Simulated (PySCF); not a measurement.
CH8N2O2Si, SMILES CN[Si](N)(O)O.

Geometry optimised at B3LYP-D3(BJ)/def2-SVP. The structure was generated by enumeration, and PubChem lists no compound with its InChIKey, so it may never have been made. One conformer was computed; it need not be the lowest.

Method: TDDFT-PBE/def2-SVPD (PySCF 2.14.0).

Vertical excitations. 

Problem. List the lowest excited states. (An estimate is asked for; the answer gives what the named calculation found.)

Solution. 
```json
[
 {"state": "S1", "energy (eV)": "4.79", "λ (nm)": "259", "f": "0.008", "main pairs": "HOMO→LUMO 100 %"},
 {"state": "S2", "energy (eV)": "5.60", "λ (nm)": "222", "f": "0.028", "main pairs": "HOMO−1→LUMO 100 %"},
 {"state": "S3", "energy (eV)": "5.88", "λ (nm)": "211", "f": "0.008", "main pairs": "HOMO→LUMO+1 99 %"},
 {"state": "S4", "energy (eV)": "6.05", "λ (nm)": "205", "f": "0.001", "main pairs": "HOMO→LUMO+2 83 %, HOMO→LUMO+3 17 %"},
 {"state": "S5", "energy (eV)": "6.15", "λ (nm)": "202", "f": "0.023", "main pairs": "HOMO→LUMO+3 82 %, HOMO→LUMO+2 16 %"},
 {"state": "S6", "energy (eV)": "6.70", "λ (nm)": "185", "f": "0.009", "main pairs": "HOMO−1→LUMO+1 87 %"},
 {"state": "S7", "energy (eV)": "6.75", "λ (nm)": "184", "f": "0.004", "main pairs": "HOMO−2→LUMO 96 %"},
 {"state": "S8", "energy (eV)": "6.81", "λ (nm)": "182", "f": "0.012", "main pairs": "HOMO→LUMO+4 97 %"},
 {"state": "S9", "energy (eV)": "6.86", "λ (nm)": "181", "f": "0.005", "main pairs": "HOMO−1→LUMO+2 73 %, HOMO−1→LUMO+3 14 %"},
 {"state": "S10", "energy (eV)": "6.90", "λ (nm)": "180", "f": "0.017", "main pairs": "HOMO−1→LUMO+3 77 %, HOMO−1→LUMO+2 19 %"},
 {"state": "T1", "energy (eV)": "4.70", "λ (nm)": "264", "f": "0", "main pairs": "HOMO→LUMO 100 %"},
 {"state": "T2", "energy (eV)": "5.44", "λ (nm)": "228", "f": "0", "main pairs": "HOMO−1→LUMO 99 %"},
 {"state": "T3", "energy (eV)": "5.80", "λ (nm)": "214", "f": "0", "main pairs": "HOMO→LUMO+1 95 %"},
 {"state": "T4", "energy (eV)": "5.94", "λ (nm)": "209", "f": "0", "main pairs": "HOMO→LUMO+2 96 %"}
]
```
Triplets are in the Tamm–Dancoff approximation, which puts them higher than full response would, so one can lie above its singlet here.
